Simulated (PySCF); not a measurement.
PySCF input for CF2, SMILES F[C]F (connectivity only; charge and spin as stated), neutral, multiplicity 1, TDA-CAM-B3LYP/def2-TZVPD. Geometry optimised at B3LYP-D3(BJ)/def2-TZVP. The isomer is the one that the SMILES or the coordinates give; other isomers of the formula were not compared.

```python
import numpy as np
from pyscf import gto, scf, dft, tdscf

mol = gto.M(
    atom='''
    F     0.00000000   -1.03247154    0.19896688
    C     0.00000000    0.00000000   -0.59690065
    F     0.00000000    1.03247154    0.19896688
    ''',
    basis='def2-TZVPD',
    charge=0,
    spin=0,
    symmetry=True,
    max_memory=1600,
    verbose=4,
)
mf = dft.RKS(mol, xc='cam-b3lyp').density_fit(auxbasis='def2-universal-jkfit')
mf.grids.level = 3
mf.conv_tol = 1e-9
mf.max_cycle = 100
mf.kernel()
mf.grids = dft.Grids(mol).set(level=1).build(with_non0tab=True)  # coarser grid for the response kernel
td = tdscf.TDA(mf)
td.singlet = True
td.nstates = 10
td.conv_tol = 1e-4
td.positive_eig_threshold = 1e-6
td.kernel(x0=td.get_init_guess(mf, 15))
td.analyze()
tt = tdscf.TDA(mf)
tt.singlet = False
tt.nstates = 4
tt.conv_tol = 1e-4
tt.positive_eig_threshold = 1e-6
tt.kernel(x0=tt.get_init_guess(mf, 9))
tt.analyze(verbose=3)
```

It prints:

```
PySCF version 2.14.0

[INPUT] verbose = 4
[INPUT] num. atoms = 3
[INPUT] num. electrons = 24
[INPUT] charge = 0
[INPUT] spin (= nelec alpha-beta = 2S) = 0
[INPUT] symmetry True subgroup None
[INPUT] Mole.unit = angstrom
[INPUT] Symbol           X                Y                Z      unit          X                Y                Z       unit  Magmom
[INPUT]  1 F      0.000000000000  -1.032471540000   0.198966880000 AA    0.000000000000  -1.951088442008   0.375992911059 Bohr   0.0
[INPUT]  2 C      0.000000000000   0.000000000000  -0.596900650000 AA    0.000000000000   0.000000000000  -1.127978752075 Bohr   0.0
[INPUT]  3 F      0.000000000000   1.032471540000   0.198966880000 AA    0.000000000000   1.951088442008   0.375992911059 Bohr   0.0

nuclear repulsion = 64.5982705321114
point group symmetry = C2v
symmetry origin: [ 0.00000000e+00  0.00000000e+00 -4.72431535e-09]
symmetry axis x: [-1. -0. -0.]
symmetry axis y: [0. 1. 0.]
symmetry axis z: [0. 0. 1.]
num. orbitals of irrep A1 = 44
num. orbitals of irrep A2 = 17
num. orbitals of irrep B1 = 21
num. orbitals of irrep B2 = 35
number of shells = 41
number of NR pGTOs = 162
number of NR cGTOs = 117
basis = def2-TZVPD
ecp = {}


[settings echo left out]
init E= -238.032181096617
HOMO (A1) = -0.283777870229596  LUMO (B1) = -0.0592404326125361  gap/eV = 6.10997
cycle= 1 E= -237.664204919559  delta_E= 0.368  |g|= 0.689  |ddm|= 1.35
HOMO (A1) = -0.422150373495295  LUMO (B1) = -0.104144675825749  gap/eV = 8.65338
cycle= 2 E= -237.606938850952  delta_E= 0.0573  |g|= 0.973  |ddm|= 0.706
HOMO (A1) = -0.392857061647828  LUMO (B1) = -0.0553197082942388  gap/eV = 9.18486
cycle= 3 E= -237.745003104331  delta_E= -0.138  |g|= 0.0576  |ddm|= 0.371
HOMO (A1) = -0.383175169508004  LUMO (B1) = -0.0409138983760676  gap/eV = 9.31340
cycle= 4 E= -237.745480244472  delta_E= -0.000477  |g|= 0.0108  |ddm|= 0.0399
HOMO (A1) = -0.386068939292159  LUMO (B1) = -0.0427284012276083  gap/eV = 9.34277
cycle= 5 E= -237.745505915629  delta_E= -2.57e-05  |g|= 0.00205  |ddm|= 0.0116
HOMO (A1) = -0.385434082474756  LUMO (B1) = -0.0422121714381525  gap/eV = 9.33954
cycle= 6 E= -237.745507610132  delta_E= -1.69e-06  |g|= 0.000473  |ddm|= 0.00303
HOMO (A1) = -0.385542865206254  LUMO (B1) = -0.0423510298074  gap/eV = 9.33873
cycle= 7 E= -237.745507706398  delta_E= -9.63e-08  |g|= 7.66e-05  |ddm|= 0.000921
HOMO (A1) = -0.385545300193066  LUMO (B1) = -0.0423573482322411  gap/eV = 9.33862
cycle= 8 E= -237.745507708405  delta_E= -2.01e-09  |g|= 1.15e-05  |ddm|= 0.00014
HOMO (A1) = -0.38554457051967  LUMO (B1) = -0.0423564963890785  gap/eV = 9.33862
cycle= 9 E= -237.745507708454  delta_E= -4.9e-11  |g|= 1.71e-06  |ddm|= 2.19e-05
HOMO (A1) = -0.38554469071163  LUMO (B1) = -0.0423566867964419  gap/eV = 9.33862
Extra cycle  E= -237.745507708456  delta_E= -2.27e-12  |g|= 1.09e-06  |ddm|= 2.94e-06
converged SCF energy = -237.745507708456
tot grids = 15784
Overwritten attributes  positive_eig_threshold  of <class 'pyscf.tdscf.rks.TDA'>


******** <class 'pyscf.tdscf.rks.TDA'> for <class 'pyscf.df.df_jk.DFSymAdaptedRKS'> ********
nstates = 10 singlet
deg_eia_thresh = 1.000e-03
wfnsym = None
conv_tol = 0.0001
eigh lindep = 1e-12
eigh level_shift = 0
eigh max_cycle = 100


Excitation energies (eV)
[ 5.09727283  8.26384898  8.86187189  9.3713962   9.81287364  9.83490432
 10.33656129 11.03656423 11.30830221 11.35593097]

** Singlet excitation energies and oscillator strengths **
Excited State   1:   B1      5.09727 eV    243.24 nm  f=0.0549
      12 -> 13       -0.69938
Excited State   2:   A2      8.26385 eV    150.03 nm  f=0.0000
      11 -> 13       -0.70481
Excited State   3:   A1      8.86187 eV    139.91 nm  f=0.0083
      12 -> 14       -0.69539
Excited State   4:   B2      9.37140 eV    132.30 nm  f=0.0497
      10 -> 13        0.25605
      12 -> 15       -0.62948
      12 -> 18        0.15878
Excited State   5:   A1      9.81287 eV    126.35 nm  f=0.2032
      12 -> 16        0.69178
      12 -> 21       -0.12219
Excited State   6:   B1      9.83490 eV    126.07 nm  f=0.0705
      12 -> 17       -0.70133
Excited State   7:   B2     10.33656 eV    119.95 nm  f=0.1054
      10 -> 13        0.58878
      12 -> 15        0.29131
      12 -> 18        0.11204
      12 -> 22        0.13511
Excited State   8:   B1     11.03656 eV    112.34 nm  f=0.0174
       9 -> 13       -0.70070
Excited State   9:   B2     11.30830 eV    109.64 nm  f=0.0371
      10 -> 13        0.14308
      12 -> 15       -0.10383
      12 -> 18       -0.67283
Excited State  10:   A1     11.35593 eV    109.18 nm  f=0.0000
      12 -> 19       -0.68257
      12 -> 21       -0.14333

** Transition electric dipole moments (AU) **
state          X           Y           Z        Dip. S.      Osc.
  1        -0.6631      0.0000     -0.0000      0.4396      0.0549
  2        -0.0000      0.0000      0.0000      0.0000      0.0000
  3         0.0000      0.0000     -0.1954      0.0382      0.0083
  4         0.0000     -0.4652      0.0000      0.2164      0.0497
  5        -0.0000      0.0000      0.9193      0.8451      0.2032
  6         0.5410     -0.0000     -0.0000      0.2927      0.0705
  7        -0.0000      0.6453     -0.0000      0.4164      0.1054
  8         0.2534     -0.0000     -0.0000      0.0642      0.0174
  9         0.0000      0.3658      0.0000      0.1338      0.0371
 10         0.0000      0.0000     -0.0124      0.0002      0.0000

** Transition velocity dipole moments (imaginary part, AU) **
state          X           Y           Z        Dip. S.      Osc.
  1         0.0694      0.0000     -0.0000      0.0048      0.0171
  2        -0.0000      0.0000      0.0000      0.0000      0.0000
  3         0.0000      0.0000     -0.0182      0.0003      0.0007
  4        -0.0000     -0.1339      0.0000      0.0179      0.0347
  5        -0.0000     -0.0000      0.3190      0.1018      0.1882
  6         0.1791     -0.0000     -0.0000      0.0321      0.0592
  7        -0.0000      0.0942     -0.0000      0.0089      0.0156
  8         0.0305     -0.0000     -0.0000      0.0009      0.0015
  9         0.0000      0.0740      0.0000      0.0055      0.0088
 10         0.0000      0.0000     -0.0258      0.0007      0.0011

** Transition magnetic dipole moments (imaginary part, AU) **
state          X           Y           Z
  1        -0.0000     -1.2019     -0.0000
  2         0.0000      0.0000      0.4995
  3         0.0000     -0.0000     -0.0000
  4         0.7373     -0.0000     -0.0000
  5        -0.0000      0.0000      0.0000
  6        -0.0000      0.0884     -0.0000
  7        -0.2628      0.0000      0.0000
  8         0.0000      0.1028      0.0000
  9        -0.4694     -0.0000      0.0000
 10         0.0000     -0.0000     -0.0000


******** <class 'pyscf.tdscf.rks.TDA'> for <class 'pyscf.df.df_jk.DFSymAdaptedRKS'> ********
nstates = 4 triplet
deg_eia_thresh = 1.000e-03
wfnsym = None
conv_tol = 0.0001
eigh lindep = 1e-12
eigh level_shift = 0
eigh max_cycle = 100


Excitation energies (eV)
[2.46573841 7.9674803  8.2179215  8.344641  ]

** Triplet excitation energies and oscillator strengths **
Excited State   1:   B1      2.46574 eV    502.83 nm  f=0.0000
Excited State   2:   A2      7.96748 eV    155.61 nm  f=0.0000
Excited State   3:   A1      8.21792 eV    150.87 nm  f=0.0000
Excited State   4:   B2      8.34464 eV    148.58 nm  f=0.0000
```

The calculation finished and met its thresholds.
